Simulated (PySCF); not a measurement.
Breaking a bond: ICl, singlet.

Level of theory: PySCF with CCSD(T) on UHF/def2-TZVP, 9 core orbitals frozen, def2 effective core potentials past Kr.

**Question.** Relative to R = 2.31 Å, what are the energies at R = 1.86, 1.97, 2.20, 2.56 Å?

**Answer.** 83.8 kcal/mol at 1.86 Å, 40.5 kcal/mol at 1.97 Å, 3.6 kcal/mol at 2.20 Å, 6.6 kcal/mol at 2.56 Å.

The unrestricted determinant behind UCCSD(T) is spin-contaminated at 2.56 to 9.14 Å (<S²> up to 1.0, against 0.00 for a pure singlet).
